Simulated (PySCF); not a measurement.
[Lu(H2O)3]3+: one run

[Lu(H2O)3]3+ (singlet). PySCF 2.14.0, RKS B3LYP, Lu def2-SVP with ECP28, O def2-SVP, H def2-SVP; non-relativistic Hamiltonian with scalar-relativistic core potentials where named; density fitting; no spin-orbit coupling. Purpose: singlet excitations, Tamm-Dancoff B3LYP.

```python
mol = gto.M(atom='''
Lu     0.00000    -0.00000     0.00000
O      2.16012    -0.00001     0.00000
H      2.77772    -0.73976     0.24307
H      2.77773     0.73973    -0.24307
O     -1.08005     1.87072    -0.00000
H     -0.74821     2.77546     0.24307
H     -2.02949     2.03572    -0.24307
O     -1.08007    -1.87071    -0.00000
H     -2.02952    -2.03570     0.24307
H     -0.74824    -2.77545    -0.24307''',
    basis={'Lu': 'def2-SVP', 'O': 'def2-SVP', 'H': 'def2-SVP'},
    ecp={'Lu': 'def2-SVP'},
    charge=3, spin=0)
mf = dft.RKS(mol, xc='B3LYP')
mf.grids.atom_grid = (50, 194)  # f atoms: unpruned, at least (60, 302)
mf = mf.density_fit()  # fitting sets: Lu def2-universal-JKFIT, O def2-universal-JKFIT, H def2-universal-JKFIT
mf.conv_tol = 1e-08; mf.max_cycle = 55
mf.kernel(dm0)  # dm0: converged density of the relaxed state
td = mf.TDA(); td.nstates = 8; td.kernel()
```

Run from Python with OMP_NUM_THREADS=4; the lines above give its settings. Where DIIS fails, smearing, a level shift and second-order steps follow.
It took 56 s on 4 threads of Arm Neoverse V1, on a shared host, from an already converged density.

Problem. Where do the frontier levels lie, over both spins?

Solution. HOMO -25.47 eV, LUMO -17.85 eV. 

Problem. What are the Mulliken charges and spins?

Solution. 
| atom | charge (e) | spin (e) |
| --- | --- | --- |
| Lu1 | 1.946 | 0.000 |
| O2 | -0.317 | 0.000 |
| H3 | 0.334 | 0.000 |
| H4 | 0.334 | 0.000 |
| O5 | -0.317 | 0.000 |
| H6 | 0.334 | 0.000 |
| H7 | 0.334 | 0.000 |
| O8 | -0.317 | 0.000 |
| H9 | 0.334 | 0.000 |
| H10 | 0.334 | 0.000 |

Problem. Which singlet excitations follow (Tamm-Dancoff, 8 states)?

Solution. 
| state | eV | oscillator strength |
| --- | --- | --- |
| 1 | 6.48 | 0.0311 |
| 2 | 6.63 | 0.0004 |
| 3 | 6.63 | 0.0004 |
| 4 | 7.67 | 0.0023 |
| 5 | 7.67 | 0.0023 |
| 6 | 7.77 | 0.0026 |
| 7 | 7.87 | 0.0426 |
| 8 | 7.87 | 0.0427 |
Functionals without range separation put charge-transfer states too low; the basis has no diffuse functions.

The geometry was relaxed with B3LYP (Lu def2-SVP with ECP28, O def2-SVP, H def2-SVP).
